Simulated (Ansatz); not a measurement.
Computed with Ansatz on PBE0-D4/def2-TZVP structures; ΔE is electronic, products minus reactants. CCSD(T)/CBS adds triple-zeta CCSD(T) − MP2 to the extrapolated MP2 energy (def2 sets, frozen cores). This one scheme is used for every species. Functionals use def2-TZVPP. Each species was taken in one conformer, which may not be the lowest.

Consider the ligand exchange at the Al–O bond: `[OH][Al]([F])[F]` + NH₃ → `[NH2][Al]([F])[F]` + H₂O.

| level | ΔE (kcal/mol) |
| --- | --- |
| r2SCANh | 9.6 |
| MP2/CBS(def2) | 9.2 |

Problem. What does CCSD(T)/CBS give? (Best estimate.)

Solution. Ansatz gave: +9.0 kcal/mol. The listed levels differ from it by 0.6, 0.2 kcal/mol.

Largest T1 diagnostic among the species: 0.013.

Leaving LDA and LC-ωPBE aside and taking each functional with its dispersion term where it has one, the values, not all of them listed here, spread over 1.4 kcal/mol, from HSE06-D4 to B97M-V. LDA lies −0.8 kcal/mol from PBE without D4.
